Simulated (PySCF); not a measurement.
Compound: C6H6Cl (doublet state).
Cartesian coordinates in Å at the GFN2-xTB level; atoms count from 1:
```xyz
13
C6H6Cl angstrom
C      3.6266    0.0374   -0.4184
C      2.4875   -0.0514   -0.0206
C      1.1847   -0.1521    0.4283
C      0.0870   -0.0589   -0.4222
C     -1.2093   -0.1690   -0.0065
C     -2.3579   -0.0292   -0.9122
Cl    -3.0794    1.6392   -0.7241
H      4.6166    0.1144   -0.7569
H      1.0333   -0.3068    1.4879
H      0.2852    0.0985   -1.4754
H     -1.4273   -0.3018    1.0436
H     -3.1730   -0.7103   -0.6732
H     -2.0784   -0.1094   -1.9611
```

The hyperfine couplings belong to this conformer and change with its torsions.

Identity: `C#C/C=C/[CH]CCl` [radical].

Theory: UKS B3LYP, pcH-1 on C Cl H, non-relativistic, mean-field spin-orbit, GIAO in PySCF 2.14.0. Isolated species at its GFN2-xTB geometry (one conformer only). The geometry wasn't refined by DFT: couplings that depend on bond lengths, twists or pyramidal angles can differ widely from those at the functional's own minimum. No stability test was run, so a lower SCF solution isn't excluded. ⟨S²⟩ is 0.782 where a pure state has 0.75.

(1) The isotropic 13C couplings are +49.4, -48.2, +44.1, -42.8, +30.7, -9.5 MHz. Assign them to C1; C2; C3; C4; C5; C6.

Answers

(1) 
```csv
site,a_iso (MHz),ρ(0) (bohr⁻³),position,distance from C3 (Å),spin population,largest |T| (MHz)
C1,+30.7,+0.0274,a main spin site,2.59,+0.38,54.1
C2,-48.2,-0.0429,1 bond from C1,1.38,-0.19,16.7
C3,+49.4,+0.0440,largest spin population,0.00,+0.55,89.0
C4,-42.8,-0.0381,1 bond from C5,1.39,-0.23,26.5
C5,+44.1,+0.0393,a main spin site,2.43,+0.50,80.5
C6,-9.5,-0.0085,1 bond from C5,3.79,-0.03,2.0
```

ρ(0) is the spin density at the nucleus and T the dipolar tensor; a_iso includes a spin–orbit part; entries for several nuclei are means. The Mulliken spin populations are largest on C3 (+0.55), C5 (+0.50), C1 (+0.38) and C4 (-0.23). Three atoms exceed +0.15. The positive populations add up to 1.52 and the negative ones to -0.52, together 2S = 1. The angles at C3 add up to 360.0°, so it is planar. Main spin sites, with 60 % or more of the largest population: C1, C3, C5; positions count bonds from the nearest.

β density exceeds α density at some nuclei, such as C2 (-0.0429), C4 (-0.0381) and C6 (-0.0085), spin density in bohr⁻³. In a single determinant that takes different orbitals for the two spins, that is spin polarisation.

Means are taken over nuclei equivalent by connectivity, which assumes that they swap fast. The 1H value of +13.3 MHz is a mean of couplings from 3.1 to 23.5 MHz in this one geometry, not an average over conformers.

The SMILES `C#C/C=C/[CH]CCl` draws the unpaired electron on C5, whose computed spin population is only +0.50.
